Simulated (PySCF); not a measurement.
These compounds are isomers of formula C$_{6}$H$_{14}$O.

A. neo-PeOMe (SMILES COCC(C)(C)C)
B. `CC(C)OC(C)C`
C. `InChI=1S/C6H14O/c1-5-7-6(2,3)4/h5H2,1-4H3`

Spectrum 1. 1H NMR (400 MHz, computed): δ 3.28 (q, J = 7.7 Hz, 2H), 1.20 (t, J = 7.7 Hz, 3H), 1.16 (s, 9H). 13C{1H} NMR (computed): δ 70.7 (C), 57.1 (CH2), 28.4 (CH3), 18.1 (CH3).

Spectrum 2. 1H NMR (400 MHz, computed): δ 3.31 (s, 3H), 2.74 (s, 2H), 0.88 (s, 9H). 13C{1H} NMR (computed): δ 84.7 (CH2), 59.3 (CH3), 31.9 (C), 28.1 (CH3).

Spectrum 3. 1H NMR (400 MHz, computed): δ 3.21 (m, 2H), 1.05 (m, 12H). 13C{1H} NMR (computed): δ 68.1 (CH), 23.3 (CH3).

Calculated, not measured (PySCF 2.14.0 with density-fitted response routines): GIAO PBE0/pcSseg-1 shieldings, B3LYP/pcJ-1 coupling constants (spin–dipole term left out of most H,H and C,H couplings), geometry from PBE0-D3(BJ)/def2-SVP. Relativity neglected, one computed conformer, one averaged value for each set of equivalent atoms, no solvent model.

Chemical shifts δ = σref − σ; TMS for 1H (σ = 31.27 ppm) and 13C (σ = 184.41 ppm), all at this level. Multiplet labels drop J under 1 Hz and among equivalent protons, and merge close values. Unscaled 3J(H,H) run several per cent high. Shifts are as computed. Against solution values, carbons near 30 ppm lie about +2 ppm off and those near 130 ppm about +5 ppm. Of 1211 compounds with measured shifts, 218 miss one by over three times the rms of a fit or turn the order of signals round; such compounds aren't used in these exercises.

Which spectrum belongs to which compound?

## Answers

1–C, 2–A, 3–B.

- Spectrum 1 (C): 4 13C signals; δC 70.7 is a fully substituted sp3 carbon bonded to O; δC 57.1 is an sp3 CH2 bonded to O.
- Spectrum 2 (A): 4 13C signals; δC 84.7 is an sp3 CH2 bonded to O; δC 59.3 is a methyl carbon bonded to O.
- Spectrum 3 (B): 2 13C signals; δC 68.1 is an sp3 CH bonded to O; δC 23.3 is a methyl carbon.
